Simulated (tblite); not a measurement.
Compound: 2-methyl-2-hexene, C₇H₁₄.
Atom-mapped SMILES: `[CH3:1][CH2:2][CH2:3][CH:4]=[C:5]([CH3:6])[CH3:7]` (hydrogens: H8, H9, H10 on C1; H11, H12 on C2; H13, H14 on C3; H15 on C4; H16, H17, H18 on C6; H19, H20, H21 on C7)

Computed with GFN2-xTB (tblite), gas phase: L-BFGS steps from a force-field or distance-geometry start until the largest atomic force falls under 0.01 eV/Å.

Step 23: E = -601.5080 eV
```
atom  x, y, z in Å  |  force x, y, z in eV/Å
C1      2.1812   -0.1933    0.8399   -0.009  -0.043   0.073
C2      2.1175    0.1338   -0.6516    0.061  -0.041   0.050
C3      0.7807    0.7396   -1.0987    0.039   0.043   0.032
C4     -0.3274   -0.2495   -0.9165    0.017   0.005  -0.013
C5     -1.3391   -0.1619   -0.0606    0.016   0.055   0.001
C6     -2.2852   -1.3101    0.1542    0.033   0.004  -0.011
C7     -1.6019    1.0590    0.7757   -0.014   0.064   0.067
H8      1.1930   -0.4504    1.2121   -0.009  -0.077  -0.007
H9      2.8418   -1.0406    1.0102    0.000  -0.005   0.020
H10     2.5622    0.6351    1.4347   -0.087   0.091  -0.117
H11     2.2693   -0.7826   -1.2236    0.051  -0.047  -0.021
H12     2.9257    0.8222   -0.9014    0.033   0.006  -0.070
H13     0.8868    0.9994   -2.1560   -0.131   0.023  -0.008
H14     0.5834    1.6492   -0.5383   -0.011   0.098   0.034
H15    -0.2255   -1.1394   -1.5217    0.014  -0.112   0.028
H16    -2.4301   -1.8876   -0.7558    0.020  -0.008   0.018
H17    -1.8563   -1.9682    0.9120   -0.074  -0.060  -0.002
H18    -3.2517   -0.9689    0.5207    0.017  -0.011  -0.098
H19    -1.8361    1.9067    0.1328    0.008   0.031   0.012
H20    -0.7509    1.3321    1.3950    0.096  -0.018  -0.033
H21    -2.4463    0.8923    1.4363   -0.068   0.004   0.043
```

Step 24: E = -601.5122 eV
```
atom  x, y, z in Å  |  force x, y, z in eV/Å
C1      2.1884   -0.1925    0.8430   -0.002  -0.012   0.025
C2      2.1164    0.1317   -0.6512    0.088  -0.052   0.090
C3      0.7792    0.7365   -1.0978    0.068   0.018   0.058
C4     -0.3270   -0.2528   -0.9221   -0.062   0.026   0.054
C5     -1.3381   -0.1597   -0.0658   -0.016   0.025   0.065
C6     -2.2881   -1.3035    0.1509   -0.010  -0.025  -0.012
C7     -1.6005    1.0569    0.7786    0.001   0.079   0.033
H8      1.2055   -0.4726    1.2148    0.020  -0.063  -0.011
H9      2.8703   -1.0241    1.0123   -0.026   0.012   0.012
H10     2.5531    0.6456    1.4369   -0.118   0.057  -0.143
H11     2.2673   -0.7868   -1.2199    0.043  -0.053  -0.022
H12     2.9238    0.8184   -0.9086    0.037   0.009  -0.049
H13     0.8844    1.0042   -2.1508   -0.105   0.024  -0.086
H14     0.5764    1.6414   -0.5347   -0.005   0.139   0.072
H15    -0.2325   -1.1429   -1.5273    0.034  -0.112   0.013
H16    -2.4257   -1.8898   -0.7536    0.009  -0.015  -0.020
H17    -1.8703   -1.9584    0.9164   -0.043  -0.059   0.028
H18    -3.2582   -0.9603    0.5071    0.030  -0.001  -0.111
H19    -1.8391    1.9053    0.1385    0.017   0.049   0.004
H20    -0.7472    1.3318    1.3955    0.056  -0.039  -0.040
H21    -2.4472    0.8884    1.4373   -0.016  -0.007   0.041
```

Q: Estimate the geometry and energy of step 25. (The exact step hangs on the optimiser's Hessian estimate; all steps are aligned on step 24, rigid shifts and turns removed.)

A: E = -601.5171 eV, largest force 0.201 eV/Å
```
atom  x, y, z in Å  |  force x, y, z in eV/Å
C1      2.1943   -0.1923    0.8461    0.004   0.018  -0.043
C2      2.1169    0.1287   -0.6505    0.079  -0.041   0.077
C3      0.7787    0.7341   -1.0962    0.066  -0.006   0.064
C4     -0.3264   -0.2565   -0.9266   -0.112   0.041   0.118
C5     -1.3366   -0.1565   -0.0695   -0.044  -0.020   0.113
C6     -2.2896   -1.2972    0.1472   -0.048  -0.055  -0.009
C7     -1.5991    1.0566    0.7827    0.014   0.064  -0.017
H8      1.2165   -0.4948    1.2163    0.051  -0.041  -0.016
H9      2.8955   -1.0085    1.0156   -0.042   0.030   0.011
H10     2.5414    0.6570    1.4362   -0.138   0.021  -0.144
H11     2.2667   -0.7920   -1.2171    0.028  -0.041  -0.011
H12     2.9227    0.8145   -0.9173    0.036  -0.002  -0.010
H13     0.8779    1.0102   -2.1466   -0.060   0.015  -0.117
H14     0.5691    1.6357   -0.5300    0.020   0.129   0.087
H15    -0.2378   -1.1498   -1.5297    0.049  -0.060   0.023
H16    -2.4195   -1.8913   -0.7523    0.003  -0.018  -0.058
H17    -1.8846   -1.9509    0.9200   -0.013  -0.044   0.051
H18    -3.2635   -0.9523    0.4916    0.026   0.013  -0.113
H19    -1.8416    1.9055    0.1448    0.025   0.062   0.002
H20    -0.7414    1.3316    1.3956    0.000  -0.053  -0.040
H21    -2.4487    0.8853    1.4392    0.056  -0.010   0.033
```

The energy changes by -0.0048 eV. The first-order estimate −F·Δx gives -0.0066 eV and the mean of the old and new forces, exact on a quadratic surface, -0.0048 eV. The step makes an angle of 74° with the force vector and moves no atom by more than 0.030 Å.

The cost below is that of the whole relaxation. The run took 0.89 s of wall time on an Arm Neoverse N1 with one thread, shared host with 64 logical CPUs at a one-minute load of 30.
